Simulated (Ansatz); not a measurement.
Reaction (atomization): `C[SiH](S)CO` → 2 C• + 8 H• + O• + S• + Si•

Isolated molecules relaxed with PBE0-D4/def2-TZVP in Ansatz; ΔE leaves out vibrations. CCSD(T)/CBS adds triple-zeta CCSD(T) − MP2 to the extrapolated MP2 energy (def2 sets, frozen cores). This one scheme is used for every species, atoms too. Open shells (•) are unrestricted, without spin–orbit coupling. Spin–orbit coupling would lower the free atoms: a little for C, O, S, Si. Each species was taken in one conformer, which may not be the lowest.

```
      species  CCSD(T)/CBS(def2) energy (Eh)
`C[SiH](S)CO`                     -842.98372
           C•                      -37.79194
           H•                       -0.50000
           O•                      -75.00631
           S•                     -397.67955
          Si•                     -288.94402
```

**Question.** Work out ΔE.

**Answer.** ΔE = 8 × (-0.50000) + 2 × (-37.79194) + (-75.00631) + (-397.67955) + (-288.94402) − (-842.98372) = 1.76996 Eh = +1110.7 kcal/mol.

Largest T1 diagnostic among the species: 0.012.

In def2-TZVPP, CCSD(T) changes the Hartree–Fock value by +272.0 kcal/mol (the triples alone add +15.2 kcal/mol) and MP2 by +283.4 kcal/mol; breaking electron pairs costs correlation energy, which Hartree–Fock lacks. From PBE to PBE0 (25 % exact exchange), in def2-TZVPP and without D4, ΔE moves by −14.6 kcal/mol: exact exchange takes away binding that semilocal exchange gives to molecules.

For atomizations the MP2-based limit and the directly extrapolated one differ by several kJ/mol either way, and by 10 to 25 for some Ge, Se and Sn compounds, so smaller differences from it don't rank the levels.
